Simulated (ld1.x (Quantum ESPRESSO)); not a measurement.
How hard is this Kr (Z = 36) RRKJ potential?

- Element: krypton
- Generator: ld1.x (Quantum ESPRESSO) 7.5
- Type: norm-conserving RRKJ (Kleinman–Bylander form)
- Functional: PBEsol
- Relativity: scalar-relativistic
- Frozen core: [Ne]
- Valence charge: 26
- Reference configuration: 3s2 3p6 3d10 4s2 4p6
- Partial waves: 3p (bound): rc 0.75 bohr; 3d (bound): rc 0.85 bohr; 3s (bound): rc 0.70 bohr
- Local potential: the s channel
- Core correction: none

Occupied shells without a wave of their own: 4p, 4s. They enter only through the test configuration that unscreens the potential.

The pseudo-atom Hamiltonian at the reference potential is diagonalised in spherical Bessel functions j_l(qr) that vanish at 20 bohr, with q² up to the cutoff. All-electron valence levels (Ry): 3p -14.3283, 4p -0.6791, 3d -5.9826, 3s -19.3676, 4s -1.6936.

Task: How do the lowest levels (Ry) of each channel move with the cutoff, and are there ghosts?

Result:

```csv
cutoff (Ry),p #1,p #2,p #3,d #1,s #1,s #2,s #3,f #1,Σ f·Δε (mRy)
8,-2.5012,0.0145,0.0866,0.0740,-12.1868,-0.5400,0.0170,0.1193,152714.2
15,-5.1787,-0.0425,0.0612,0.0719,-15.9523,-1.0049,0.0001,0.1193,127825.8
25,-8.0952,-0.1636,0.0487,-0.0132,-18.0667,-1.4565,-0.0167,0.1193,103616.6
35,-10.3363,-0.2979,0.0432,-0.2814,-18.5256,-1.6611,-0.0254,0.1193,85356.1
50,-12.2964,-0.4502,0.0393,-0.8582,-18.5651,-1.7265,-0.0286,0.1193,66702.9
70,-13.5932,-0.5836,0.0367,-1.7331,-18.7439,-1.7300,-0.0288,0.1193,49008.8
100,-14.2286,-0.6769,0.0351,-3.2701,-19.1066,-1.7581,-0.0299,0.1193,28484.5
140,-14.3234,-0.7000,0.0347,-5.1035,-19.3158,-1.7910,-0.0312,0.1193,8959.4
180,-14.3261,-0.7018,0.0347,-5.8262,-19.3344,-1.7987,-0.0316,0.1193,1651.8
260,-14.3281,-0.7023,0.0347,-5.9811,-19.3502,-1.7995,-0.0316,0.1193,55.3
400,-14.3283,-0.7026,0.0347,-5.9826,-19.3667,-1.8016,-0.0317,0.1193,0.0
```

Result: no extra level below or beside the all-electron valence levels (p, d, s, f tested); 10 mRy is reached at over 300 Ry and 1 mRy at over 300 Ry.

The potential misses its own reference levels by up to 1.5 eV, so it is not fit for use. Its largest configuration-test error is -2638 meV.
